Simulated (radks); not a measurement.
Problem. La4+, configuration [Kr] 4d9 5s2 5p5 5d1 (not the ground configuration). Method: Dirac Kohn-Sham, PBE, spin-unpolarised, spherical densities, finite nucleus; open shells fill j = l - 1/2 first; Fermi nuclear charge, rms radius 4.855 fm; computed with a radial shooting solver on a logarithmic mesh with Libxc functionals. Some entries of the table are withheld. Estimate them.

orbital,occ.,eigenvalue (eV),r(max) (bohr)
1s1/2,2,-38768.90,(1)
2s1/2,2,-6214.501,0.09109
2p1/2,2,(2),0.06950
2p3/2,4,(3),0.07466
3s1/2,2,(4),0.2605
3p1/2,2,-1222.645,0.2472
3p3/2,4,-1142.054,0.2584
3d3/2,4,-883.4717,0.2082
3d5/2,6,-866.2212,0.2113
4s1/2,2,-315.6431,0.6071
4p1/2,2,-261.0253,0.6171
4p3/2,4,-243.5820,0.6407
4d3/2,4,-153.7555,0.6623
4d5/2,5,-150.6712,0.6699
5s1/2,2,-78.8377,1.368
5p1/2,2,(5),1.476
5p3/2,3,(6),1.531
4f5/2,0,(7),0.7039
4f7/2,0,(8),0.7076
5d3/2,1,-36.4664,1.862
5d5/2,0,-36.0590,1.882
6s1/2,0,-29.6946,2.973

Solution. 
(1) 1s1/2 r(max) (bohr): 0.01608
(2) 2p1/2 eigenvalue (eV): -5864.194
(3) 2p3/2 eigenvalue (eV): -5451.074
(4) 3s1/2 eigenvalue (eV): -1370.322
(5) 5p1/2 eigenvalue (eV): -62.6902
(6) 5p3/2 eigenvalue (eV): -59.6008
(7) 4f5/2 eigenvalue (eV): -49.6111
(8) 4f7/2 eigenvalue (eV): -49.2543
